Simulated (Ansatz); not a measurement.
Cartesian coordinates in Å:
```
F 1.9396 -0.8878 -1.2021
B 0.8084 -0.4564 -0.7080
S -0.8155 -0.1997 -1.4219
Si -0.3562 0.2411 0.6433
F -0.4013 1.7812 1.0502
H -1.1750 -0.4784 1.6385
```

Charge 0, multiplicity 1.

List the PBE/def2-TZVPP orbital energies in eV (Ansatz). (An estimate is asked.)

Computed: Occupied: -2396.30, -1781.19, -661.04, -660.32, -209.27, -179.40, -155.32, -155.31, -155.30, -138.80, -95.60, -95.55, -95.45, -31.03, -30.02, -19.21, -13.85, -13.70, -11.77, -11.66, -11.36, -11.18, -10.87, -9.90, -8.29, -7.65, -6.41. Lowest empty: -2.64, -1.02, -0.67, -0.12, 0.67, 1.67, 1.92, 2.28.
